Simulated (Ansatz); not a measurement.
AlBH8OSi2 (`[AlH2][B]([SiH3])O[SiH3]`). Charge 0, multiplicity 1.

```xyz
13

Al    0.748    1.428   -0.974
B     0.295   -0.366    0.165
Si    1.614   -1.790    0.774
O    -1.032   -0.519    0.487
Si   -2.162    0.596    0.027
H     1.159    2.785   -0.242
H     0.749    1.411   -2.570
H     2.311   -2.342   -0.426
H     2.665   -1.142    1.612
H     1.035   -2.928    1.544
H    -3.160   -0.020   -0.873
H    -1.426    1.677   -0.738
H    -2.797    1.209    1.213
```

**Question.** What are the harmonic wavenumbers in cm⁻¹ at PBE0-D4/def2-TZVP (Ansatz, finite differences of forces, unscaled)? (Best estimate.)

**Answer.** Computed: 41, 89, 113, 121, 130, 206, 285, 296, 380, 398, 495, 562, 609, 709, 731, 740, 804, 848, 889, 909, 934, 936, 956, 1003, 1259, 1882, 1887, 2062, 2191, 2194, 2204, 2264, 2275.

**Question.** Is this a minimum?

**Answer.** Yes, all 33 modes are real.

**Question.** Give the ideal-gas thermochemistry at 298.15 K and 1 bar (rigid rotor, harmonic oscillator; point group Cs, symmetry number 1).

**Answer.** Zero-point energy 187.8 kJ/mol; H(298) − E = 216.3 kJ/mol; entropy 409.1 J/(mol·K), of which translation 168.4, rotation 120.4, vibration 120.4; G(298) − E = 94.3 kJ/mol. Modes under 100 cm⁻¹ are hindered rotations or soft bends, so the harmonic entropy is rough.

**Question.** And at 400, 500, 600, 800 and 1000 K?

**Answer.** 
```json
{"T (K)": "400", "H − E (kJ/mol)": "233.0", "S (J/mol/K)": "457.2", "G − E (kJ/mol)": "50.1"}
{"T (K)": "500", "H − E (kJ/mol)": "251.8", "S (J/mol/K)": "499.1", "G − E (kJ/mol)": "2.3"}
{"T (K)": "600", "H − E (kJ/mol)": "272.6", "S (J/mol/K)": "536.9", "G − E (kJ/mol)": "-49.6"}
{"T (K)": "800", "H − E (kJ/mol)": "318.5", "S (J/mol/K)": "602.7", "G − E (kJ/mol)": "-163.7"}
{"T (K)": "1000", "H − E (kJ/mol)": "368.5", "S (J/mol/K)": "658.5", "G − E (kJ/mol)": "-290.0"}
```
